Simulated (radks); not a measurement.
The numbers below are computed, except where a source is named.
Radial electron density D(r) = 4 pi r^2 rho(r) of an atom or ion with 11 electrons. Code: a radial shooting solver on a logarithmic mesh with Libxc functionals. Model: scalar-relativistic Kohn-Sham, PBE, spin-polarised, spherical densities, finite nucleus; Fermi nuclear charge, rms radius of each element as measured or else 0.836 A^(1/3) + 0.57 fm.

r (bohr),D(r) (e/bohr),spin D(r)
0.004705,0.2788,0.000274
0.005348,0.3543,0.000348
0.006029,0.4426,0.000435
0.006798,0.5519,0.000542
0.007726,0.6965,0.000683
0.008711,0.8639,0.000847
0.009822,1.068,0.00105
0.01107,1.317,0.00129
0.01259,1.638,0.00160
0.01419,2.002,0.00195
0.016,2.435,0.00237
0.01819,2.982,0.00290
0.0205,3.583,0.00347
0.02312,4.274,0.00412
0.02628,5.115,0.00490
0.02963,5.997,0.00570
0.0334,6.960,0.00655
0.03766,7.988,0.00742
0.0428,9.123,0.00832
0.04826,10.18,0.00908
0.05441,11.18,0.00966
0.06185,12.12,0.0100
0.06973,12.80,0.00995
0.07862,13.22,0.00945
0.08936,13.33,0.00836
0.1007,13.08,0.00681
0.1136,12.50,0.00481
0.1281,11.62,0.00257
0.1456,10.49,0.000267
0.1641,9.386,-0.00134
0.1851,8.408,-0.00189
0.2103,7.681,-0.000713
0.2371,7.419,0.00243
0.2674,7.609,0.00761
0.3039,8.253,0.0149
0.3426,9.121,0.0224
0.3863,10.03,0.0290
0.4356,10.75,0.0331
0.495,11.07,0.0330
0.5582,10.84,0.0282
0.6293,10.05,0.0197
0.7153,8.716,0.00894
0.8064,7.164,0.00118
0.9093,5.530,-0.000220
1.033,3.913,0.00917
1.165,2.660,0.0299
1.314,1.730,0.0614
1.481,1.115,0.100
1.684,0.7417,0.143
1.898,0.5722,0.179
2.14,0.4973,0.204
2.432,0.4510,0.212
2.743,0.3991,0.197
3.092,0.3268,0.165
3.514,0.2365,0.119
3.963,0.1557,0.0781
4.468,0.09093,0.0452
5.037,0.04649,0.0228
5.725,0.01923,0.00929
6.455,0.007040,0.00333
7.278,0.002127,0.000974
8.272,0.0004703,0.000206

What is the nuclear charge?

Answer. Z = 12. The innermost maximum, from 1s, lies near gamma/Z bohr with gamma = sqrt(1 - (Z/c)^2) = 0.996, here 0.083 bohr (found: 0.0872), and its height grows with Z. The density is that of the magnesium ion Mg+ in [Ne] 3s(up 0.75, down 0.25); the configuration itself is not fixed sharply by these data, and Z only to about a unit. D(r) has 2 maxima, at r = 0.0872, 0.499 bohr, and minima at 0.239 bohr, inside which lie 2.21 electrons.
